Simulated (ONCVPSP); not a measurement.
## Cutoff test, Cu, ONCV

- Element: copper (Cu)
- Generator: ONCVPSP 4.0.1
- Type: optimised norm-conserving Vanderbilt (ONCV)
- Functional: LDA (Perdew-Wang 92)
- Relativity: scalar-relativistic
- Frozen core: [Ne]
- Valence charge: 19
- Reference configuration: 3s2 3p6 3d10 (charge +1)
- Partial waves: 3s: rc 1.00 bohr, ncon 4, nbas 9, qcut 13.7 1/bohr, 3 projectors, debl 1.7 Ha; 3p: rc 1.05 bohr, ncon 4, nbas 7, qcut 14.3 1/bohr, 2 projectors, debl 3.7 Ha; 3d: rc 1.55 bohr, ncon 4, nbas 9, qcut 8.7 1/bohr, 1 projector
- Local potential: polynomial inside 0.90 bohr (lpopt 1, dvloc0 0 Ha)
- Core correction: Teter function, fcfact 2, rcfact 1.05

In the s channel the program set the typed energies aside and used -4.514, 0.250, 1.950 Ha.

Problem. For each optimised wave give the share of its norm inside rc, the residual kinetic energy above qcut (Ha) and the cutoffs (Ha) for errors of 10, 1, 0.1 and 0.01 mHa per electron.

Solution.

```csv
wave,norm inside rc,residual KE,10 mHa,1 mHa,0.1 mHa,0.01 mHa
3s,0.861,3.0e-07,49.8,63.2,74.0,82.4
s projector 2,0.018,7.3e-08,30.0,49.8,64.4,75.9
s projector 3,0.032,2.3e-07,38.2,56.1,69.7,80.4
3p,0.845,6.1e-08,37.3,47.7,57.2,65.9
p projector 2,0.026,1.4e-08,25.3,36.8,46.2,54.3
3d,0.841,3.1e-04,30.2,35.1,71.8,133.7
```

The occupied waves need 63 Ha and 74 Ha for 1 and 0.1 mHa. Its largest configuration-test error is -512 meV.
